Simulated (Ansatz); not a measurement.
Ideal-gas functions of AlH$_{3}$O$_{2}$Se, SMILES `[OH][Al]([OH])[SeH]` at 400 K and 1 bar, from an Ansatz frequency run at PBE0-D4/def2-TZVP.

Molar mass 140.96 g/mol, point group Cs (symmetry number 1), electronic degeneracy 1, moments of inertia 78.774, 282.295, 361.069 u Å². Harmonic wavenumbers (cm⁻¹, unscaled): 133, 147, 203, 243, 270, 312, 368, 549, 606, 636, 802, 957, 2445, 3978, 3980.

Use S(trans) = R[1.5 ln M + 2.5 ln T − 1.1517]; rotational temperatures θ = 24.2544 K / I; S(rot) = R[ln(√π/σ · √(T³/θAθBθC)) + 1.5]; for each mode x = 1.438777 ν̃/T, S = R[x/(eˣ − 1) − ln(1 − e⁻ˣ)] and H = RT x/(eˣ − 1); 1 cm⁻¹ = 0.0119627 kJ/mol; R = 8.31446 J/(mol·K).

Task: By hand: the entropy, in J/(mol·K).

Result: Translation 176.7. Rotation: θ = 0.3079, 0.0859, 0.0672 K, giving 118.3. Vibration, mode by mode: 14.52, 13.71, 11.11, 9.69, 8.88, 7.78, 6.56, 3.89, 3.31, 3.04, 1.90, 1.22, 0.01, 0.00, 0.00, in all 85.6. Electronic 0.0. Sum 380.6 J/(mol·K).

Task: By hand: H − E and G − E in kJ/mol, counted from the electronic energy.

Result: Zero-point energy ½ × 15629 × 0.0119627 = 93.5; thermal vibration 18.6; translation, rotation and pV give 4 RT = 13.3. H − E = 125.4 kJ/mol, and G − E = 125.4 − 400 × 380.6/1000 = -26.8 kJ/mol.

Vibration gives 22 % of the entropy, 28.2 J/(mol·K) of it from the modes under 150 cm⁻¹: soft modes count most, and the harmonic formula is weakest for them. The sum counts one conformer and one mirror image; others add a mixing term.
